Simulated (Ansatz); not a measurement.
Gas-phase electronic energies from Ansatz, PBE0-D4/def2-TZVP geometries. CCSD(T)/CBS adds triple-zeta CCSD(T) − MP2 to the extrapolated MP2 energy (def2 sets, frozen cores). For Mg outer-core shells are correlated without core-valence functions, which leaves a few kJ/mol of doubt a bond. One conformer a species, not always the lowest.

`OC(F)(F)[SiH2]Cl` + `C[CH2][Mg][NH2]` → `N[SiH2]C(O)(F)F` + `C[CH2][Mg][Cl]`  (redistribution)

```json
{"species": "`OC(F)(F)[SiH2]Cl`", "CCSD(T)/CBS(def2) energy (Eh)": "-1063.51694"}
{"species": "`C[CH2][Mg][NH2]`", "CCSD(T)/CBS(def2) energy (Eh)": "-334.92798"}
{"species": "`N[SiH2]C(O)(F)F`", "CCSD(T)/CBS(def2) energy (Eh)": "-659.63038"}
{"species": "`C[CH2][Mg][Cl]`", "CCSD(T)/CBS(def2) energy (Eh)": "-738.85772"}
```

Q: Work out ΔE.

A: ΔE = (-659.63038) + (-738.85772) − (-1063.51694) − (-334.92798) = -0.04318 Eh = -27.1 kcal/mol.

Largest T1 diagnostic among the species: 0.012.

From PBE to PBE0 (25 % exact exchange), in def2-TZVPP and without D4, ΔE moves by −1.8 kcal/mol. In def2-TZVPP, CCSD(T) changes the Hartree–Fock value by +5.4 kcal/mol (the triples alone add +0.7 kcal/mol) and MP2 by +5.8 kcal/mol.
